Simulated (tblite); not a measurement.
Compound: cyclooctasulfur, S₈.
Numbering: `[S:1]1[S:2][S:3][S:4][S:5][S:6][S:7][S:8]1`

Structure used (GFN2-xTB), in Å, numbered top down from 1:
```xyz
8
S8 angstrom
S      0.034    2.281   -0.927
S      1.707    1.683    0.107
S      2.349   -0.103   -0.680
S      1.645   -1.626    0.509
S     -0.049   -2.397   -0.363
S     -1.688   -1.563    0.555
S     -2.364   -0.011   -0.610
S     -1.625    1.745    0.162
```

Calculated harmonic vibrations of the isolated species, GFN2-xTB (tblite), most abundant isotopes, no scaling. Against measured fundamentals such values can be off by several per cent, at times by over 20. One conformer, not necessarily the lowest.

Harmonic wavenumbers (cm⁻¹): 61.1, 61.2, 126.0, 126.1, 170.0, 170.1, 190.4, 209.8, 210.2, 212.1, 334.1, 389.8, 390.0, 468.9, 469.6, 475.8, 475.9, 480.2.

A = 654.9, B = 653.6, C = 355.7 MHz; mass 255.777 u (most abundant isotopes); point group D4d, symmetry number 8.

What is the zero-point energy?

½Σν̃ = 2511 cm⁻¹ = 7.18 kcal/mol.

Give the ideal-gas entropy at 298.15 K and 1 bar in the rigid-rotor, harmonic-oscillator model (classical rotation).

Translation 42.54, rotation 27.89, vibration 34.93: S = 105.4 cal/(mol K).

And Cp and H(298.15 K) − H(0)?

Cp = 37.96 cal/(mol K), of which vibrations give 30.01 (their classical limit is 18 R = 35.8); H(298.15 K) − H(0) = 7.80 kcal/mol without the zero-point energy, 5.43 from vibrations.

What must be added to the electronic energy to get the Gibbs energy at 298.15 K and 1 bar?

ZPE + [H(298.15 K) − H(0)] − T·S = 7.18 + 7.80 − 31.41 = -16.43 kcal/mol.

How do the functions run with temperature in this model?

| T (K) | S (cal/(mol K)) | Cp (cal/(mol K)) | H − H(0) (kcal/mol) | G − H(0) (kcal/mol) | ln q(vib) |
| --- | --- | --- | --- | --- | --- |
| 150 | 82.2 | 28.8 | 2.72 | -9.60 | 3.51 |
| 250 | 98.8 | 36.1 | 6.02 | -18.69 | 6.88 |
| 400 | 116.9 | 40.3 | 11.80 | -34.95 | 11.35 |
| 600 | 133.6 | 42.1 | 20.07 | -60.10 | 16.17 |
| 900 | 150.9 | 43.0 | 32.85 | -102.94 | 21.69 |

q(vib) and H(0) count from the zero-point level.

Blend soft modes into free rotors: weight 1/[1 + (100 cm⁻¹/ν̃)⁴] for the oscillator and the rest for a rotor with moment μB/(μ + B), μ = h/(8π²ν), B = 10⁻⁴⁴ kg m². What vibrational entropy results?

32.83 cal/(mol K) in place of 34.93, which changes −T·S at 298.15 K by +0.63 kcal/mol.

Which modes carry the vibrational entropy at 298.15 K?

61.1 cm⁻¹: 4.42; 61.2 cm⁻¹: 4.42; 126.0 cm⁻¹: 3.01; 126.1 cm⁻¹: 3.00; 170.0 cm⁻¹: 2.44; 170.1 cm⁻¹: 2.43 cal/(mol K); the other 12 give 15.21 together.

Hindered rotation and anharmonicity are outside this model. Other conformers, if any are populated, would add a mixing term that is left out.
